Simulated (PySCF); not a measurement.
Species: C₆H₁₁NOSi.
Z-matrix (Å and degrees, PBE0-D3(BJ)/def2-SVP geometry), rows numbered from 1:
```
C 
O   1  1.3955
C   2  1.4100  1  114.02
Si  3  1.8975  2  110.31  1   -91.69
N   4  1.7750  3  110.90  2   175.45
C   5  1.3803  4  125.73  3   -82.23
C   6  1.3749  5  108.95  4   172.47
C   7  1.4241  6  107.08  5    -0.17
C   8  1.3748  7  107.10  6    -0.04
H   1  1.1082  2  111.70  3   -62.73
H   1  1.0989  2  107.67  3   178.24
H   1  1.1075  2  112.74  3    58.88
H   3  1.1082  2  112.11  1    33.07
H   3  1.1034  2  108.01  1   149.64
H   4  1.4904  3  110.86  2    56.47
H   4  1.4882  3  110.11  2   -66.46
H   6  1.0891  5  120.82  4    -8.26
H   7  1.0886  6  125.91  5   179.03
H   8  1.0885  7  127.01  6   179.24
H   9  1.0889  5  120.80  4     8.44
```

NICS is the negative of the GIAO shielding at a point without a nucleus: at the ring centre (0) and 1 Å above and below it (1); zz is the component along the ring normal. Level: GIAO KT2/pcSseg-1 (PySCF, non-relativistic, gas phase) on the PBE0-D3(BJ)/def2-SVP geometry, one conformer.

Ring bond lengths (Å): N5–C6 1.380, C6–C7 1.375, C7–C8 1.424, C8–C9 1.375, C9–N5 1.380.

Problem. Give the NICS values of each ring in ppm.

Solution. 
| ring | type | NICS(0) | NICS(1), two faces | NICS(1)zz, two faces | rms pucker (Å) | centre to ring atoms, mean (Å) |
| --- | --- | --- | --- | --- | --- | --- |
| N5–C6–C7–C8–C9 | 5-membered ring with N; formal bonds all aromatic | -13.8 | -11.2 / -11.3 | -29.4 / -30.6 | 0.00 | 1.18 |

Problem. What can be read from them?

Solution. 
- N5–C6–C7–C8–C9: mean NICS(1)zz -30.0 ppm, shielded, aromatic by this magnetic criterion (flat ring, no four-coordinate atom).

Problem. What does the geometric index give? Use HOMA with the parameters of Krygowski (1993).

Solution. 
- N5–C6–C7–C8–C9: HOMA 0.84; the largest term is that of C7–C8, α(R − Ropt)² = 0.34. The geometric and the magnetic index point the same way.

Problem. How shielded are the nuclei of the rings and their hydrogens (means over atoms taken as equivalent)?

Solution. 
```csv
atoms,environment,σ isotropic (ppm)
N5,pyrrole-type nitrogen,95.8
C6 (×2),aromatic CH next to a ring nitrogen,64.8
C7 (×2),aromatic CH carbon,74.6
H17 (×2),aromatic hydrogen,24.61
H18 (×2),aromatic hydrogen,24.85
```

Problem. How do the values depend on the level or the medium?

Solution. 
```
                            level  NICS(0), N5–C6–C7–C8–C9  mean NICS(1)zz, N5–C6–C7–C8–C9
                KT2/pcSseg-1, gas                    -13.8                           -30.0
               PBE0/pcSseg-1, gas                    -13.4                           -30.0
   PBE0/pcSseg-1, IEF-PCM benzene                    -13.3                           -30.1
PBE0/pcSseg-1, IEF-PCM chloroform                    -13.2                           -30.2
```

The geometry is the same throughout; the continuum's cavity takes Bondi-type radii × 1.2.
